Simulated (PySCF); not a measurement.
A GIAO shielding run with PySCF (density fitting, non-relativistic, gas phase) on SMILES CC[P@H+](C)C(F)=C(F)F, [C5H9F3P]+:

```
$ OMP_NUM_THREADS=1 python probes_run.py task.json out

{"job": {"kind": "nmr", "xc": "PBE0", "basis": "pcSseg-1"}, "charge": 1, "multiplicity": 1}
C      2.197969     0.981828    -0.427950
C      1.464636    -0.287570    -0.863304
P     -0.111314    -0.464390     0.009725
C     -0.978250    -2.012015    -0.311716
C     -1.164254     0.930272    -0.473311
F     -0.840661     1.523050    -1.623542
C     -2.201320     1.305550     0.279104
F     -2.434926     0.627798     1.391248
F     -3.047171     2.264501     0.080768
H      3.150536     1.041543    -0.947858
H      1.630760     1.876486    -0.675252
H      2.399183     0.977051     0.641533
H      1.250499    -0.267389    -1.938364
H      2.062857    -1.180075    -0.654164
H      0.071360    -0.318913     1.368429
H     -1.204382    -2.094259    -1.377331
H     -0.346453    -2.850263    -0.014158
H     -1.907827    -2.046887     0.259726
```

Hardware: 1 thread of an Intel Xeon, shared host. The job also computes population analyses, field gradients.

Problem. How large is the calculation?

Solution. 80 electrons, 205 basis functions and 1085 auxiliary functions.

Problem. How long does it take, and how much memory does it need?

Solution. 3.2 min of wall time, with 14 SCF cycles and 5 response iterations; peak memory 0.93 GiB. Times on a shared host scatter by some tens of per cent.
